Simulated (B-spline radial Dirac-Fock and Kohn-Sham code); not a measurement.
Dipole and non-dipole photoemission parameters of Cd 2p1/2

System: the free cadmium atom, configuration [Kr] 4d10 5s2; threshold 3727.0 eV (tabulated edge). The computed values come from a radial B-spline solver: Dirac-Hartree-Slater photoionisation with a Latter tail; cross sections with all multipoles, angular parameters from the dipole term and its interference with E2.

Input file task.json (cfg lists n, l and occupation; rrms is the nuclear radius in fm):

```json
{"items": [{
  "Z": 48,
  "q": 0,
  "cfg": [[1, 0, 2], [2, 0, 2], [2, 1, 6], [3, 0, 2], [3, 1, 6], [3, 2, 10], [4, 0, 2], [4, 1, 6], [4, 2, 10], [5, 0, 2]],
  "A": 114,
  "rrms": 4.6087,
  "do": "xps",
  "hv": [60, 72.3, 72.5, 80, 115.0, 126.0, 127.0, 163.0, 194.0, 198.0, 200, 249.0, 300, 453.0, 475.0, 525.0, 600, 910.0, 1000, 2290.0, 4000, 4200.0, 4720.0, 7000.0, 7790.0, 9251.7, 10000.0, 11100.0, 12200.0],
  "edges": {"K": 26711.0, "L1": 4018.0, "L2": 3727.0, "L3": 3538.0, "M1": 772.0, "M2": 652.6, "M3": 618.4, "M4": 411.9, "M5": 405.2, "N1": 109.8, "N2": 63.9, "N3": 63.9}
}]}
```

Run with: `python xray2_run.py task.json out`

For linearly polarised light dσ/dΩ = σ/(4π) [1 + β P₂(cos θ) + (δ + γ cos²θ) sin θ cos φ], with θ from the polarisation vector and φ the angle between the beam and the projection of the electron momentum on the plane normal to the polarisation.

```tsv
hν (eV)	σ (kb)	β	γ	δ
4000	59.4	1.158	-0.330	-0.005
4200	52.6	1.272	-0.251	0.006
4720	38.7	1.388	-0.016	0.022
7000	13.1	1.424	0.705	0.053
7790	9.63	1.405	0.878	0.061
9251.7	?	?	?	?
10000	4.63	1.338	1.259	0.086
11100	3.39	1.303	1.407	0.099
12200	2.55	1.269	1.536	0.112
```

Question: Give the values at Ga Kα (9251.7 eV).

Answer: σ = 5.83 kb, β = 1.361, γ = 1.144, δ = 0.078.
